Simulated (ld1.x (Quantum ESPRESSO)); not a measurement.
What one change does to a pseudopotential (O (Z = 8), TM)

O (Z = 8), norm-conserving Troullier–Martins (Kleinman–Bylander form), made with ld1.x (Quantum ESPRESSO) 7.5 (PBE, fully relativistic). Core [He], reference 2s2 2p3 (charge +1). Waves: 2s (bound): rc 0.60 bohr; 2p (bound): rc 1.50 bohr; 3d channel at 0.25 Ry: rc 1.30 bohr. Local part: all-electron potential smoothed inside 0.65 bohr (lloc = -1). Core correction: Bessel-smoothed model core inside 0.30 bohr.

Open shells are filled in proportion to 2j + 1 (rel_dist='average').

All-electron outer shells of the reference configuration (PBE, scalar-relativistic, ld1.x):

```tsv
shell	level (eV)	outermost node (bohr)	outermost maximum (bohr)
2s	-39.66	0.28	0.86
2p	-24.45	–	0.79
```

Change: all radii but the core radius scaled by about 0.94 (s 0.56, p 1.40, d 1.22 bohr); local potential all-electron potential smoothed inside 0.60 bohr (lloc = -1).

Cutoffs: the cutoffs (Ry, on a coarse ladder) from which the occupation-weighted sum of valence levels, in a spherical-Bessel basis at the reference potential, stays within 10 and 1 mRy of its value at 400 Ry; they do not see the model core or the augmentation charge, which bear on the density cutoff. Errors are all-electron minus pseudo energies relative to the spin-unpolarised reference configuration.

Problem. What does the change do?

Solution. Of the 7 tests that both files solve, the error grows in 0 and shrinks in 6 by more than 15 % and 0.3 meV (median size 72.5 → 59.9 meV); neither file shows a bound ghost. Less of the atom is replaced, so other configurations are described better.

| quantity | base | changed |
| --- | --- | --- |
| cutoff, loose | 200 Ry | 230 Ry |
| cutoff, tight | over 300 Ry | over 300 Ry |
| loose cutoff by channel (10 mRy a level) | s 160 Ry, p 55 Ry | s 230 Ry, p 55 Ry |
| bound ghosts | none | none |
| error for 2s2 2p4, meV [ΔE -16.43 eV] | +15 | +12 |
| error for 2s2 2p2, meV [ΔE 33.59 eV] | +72 | +60 |
| error for 2s2 2p1, meV [ΔE 87.46 eV] | +505 | +423 |
| error for 2s0 2p6, meV [ΔE 13.51 eV] | +163 | +148 |
| error for 2s2 2p3.5, meV [ΔE -10.15 eV] | +6.0 | +4.9 |
| error for 2s2 2p0, meV [ΔE 164.36 eV] | +1801 | +1526 |
| error for 2s2 2p4.3, meV [ΔE -18.55 eV] | +18 | +15 |
